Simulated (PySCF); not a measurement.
In(H)(SiH3)2 (H₇InSi₂), SMILES [InH]([SiH3])[SiH3].

Geometry: PBE-D3(BJ)/def2-SVP. The structure was generated by enumeration; whether it is a known compound was not checked. The def2 effective core potentials stand for the cores of In; spin–orbit coupling is left out.

These are PySCF with PBE/def2-TZVP values and carry that method's errors.

The molecule is in vacuum.

```json
{
 "total_energy": "-773.00494 hartree",
 "highest_occupied_level": "-6.11 eV",
 "lowest_empty_level": "-3.08 eV",
 "orbital_gap": "3.02 eV",
 "dipole_moment": "0.07 D",
 "quadrupole, principal values (traceless, Buckingham form, about the centre of nuclear charge)": "-5.24, -2.63, 7.87 D·Å",
 "mean_static_polarisability": "112.9 bohr³ (16.73 Å³)",
 "polarisability_principal_values": "79.7, 105.3, 153.7 bohr³"
}
```
